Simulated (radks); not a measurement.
The numbers below are computed, except where a source is named.
Question: All-electron atom: Co4+ in [Ar] 3d5. Level of theory: non-relativistic Kohn-Sham, LDA (Slater exchange, Perdew-Wang correlation), spin-unpolarised, spherical densities, point nucleus (a radial shooting solver on a logarithmic mesh with Libxc functionals). Some entries of the table are withheld. Estimate them.

orbital  occ.  eigenvalue (eV)  <r> (bohr)  <1/r> (bohr^-1)
1s          2              (1)     0.05700            26.47
2s          2        -944.6500      0.2593            5.695
2p          6        -829.5279      0.2265            5.658
3s          2        -159.5331      0.7702            1.837
3p          6        -124.7103         (2)            1.725
3d          5              (3)         (4)            1.459
4s          0              (5)       2.017           0.6641
4p          0         -36.1862       2.238           0.5955

Answer: 
(1) 1s eigenvalue (eV): -7562.558
(2) 3p <r> (bohr): 0.7956
(3) 3d eigenvalue (eV): -66.6161
(4) 3d <r> (bohr): 0.8742
(5) 4s eigenvalue (eV): -44.7363
